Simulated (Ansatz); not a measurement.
Reaction (hydrogenolysis of the Al–F bond): `N=[C](O)[AlH][F]` + H₂ → `N=[C](O)[AlH2]` + H–F

Computed with Ansatz on PBE0-D4/def2-TZVP structures; ΔE is electronic, products minus reactants. CCSD(T)/CBS is the MP2 limit (def2-TZVPP, def2-QZVPP) plus CCSD(T) − MP2 in def2-TZVPP, frozen cores. This one scheme is used for every species. DFT in def2-TZVPP. B3LYP here is the variant with VWN-RPA as its local correlation; programs differ in this. Each species was taken in one conformer, which may not be the lowest.

| level | ΔE (kcal/mol) | difference from CCSD(T)/CBS |
| --- | --- | --- |
| PBE-D4 | 37.3 | -0.6 |
| revPBE-D4 | 37.4 | -0.5 |
| r2SCAN-D4 | 39.9 | 2.0 |
| B97M-V | 37.3 | -0.6 |
| r2SCANh-D4 | 39.3 | 1.4 |
| PBE-QIDH | 37.0 | -0.9 |
| PBE | 37.2 | -0.7 |
| B3LYP | 38.7 | 0.8 |
| BHLYP | 38.1 | 0.2 |
| HF/def2-SVP | 36.2 | -1.7 |
| SCS-MP2/def2-TZVPP | 38.8 | 0.9 |
| CCSD/def2-TZVPP | 37.3 | -0.6 |
| CCSD(T)/def2-TZVPP | 37.8 | -0.1 |
| HF/def2-QZVPP | 36.7 | -1.2 |
| MP2/def2-QZVPP | 39.4 | 1.5 |
| SCS-MP2/def2-QZVPP | 39.0 | 1.1 |
| CCSD(T)/CBS | 37.9 | 0 |

Largest T1 diagnostic among the species: 0.015.

From r2SCAN to r2SCAN0 (25 % exact exchange), in def2-TZVPP and without D4, ΔE moves by −1.4 kcal/mol. In def2-TZVPP, CCSD(T) changes the Hartree–Fock value by +1.4 kcal/mol (the triples alone add +0.4 kcal/mol) and MP2 by +2.8 kcal/mol. Leaving LDA and LC-ωPBE aside and taking each functional with its dispersion term where it has one, the values, not all of them listed here, spread over 3.9 kcal/mol, from HSE06-D4 to BLYP-D4. LDA lies −0.8 kcal/mol from PBE without D4.
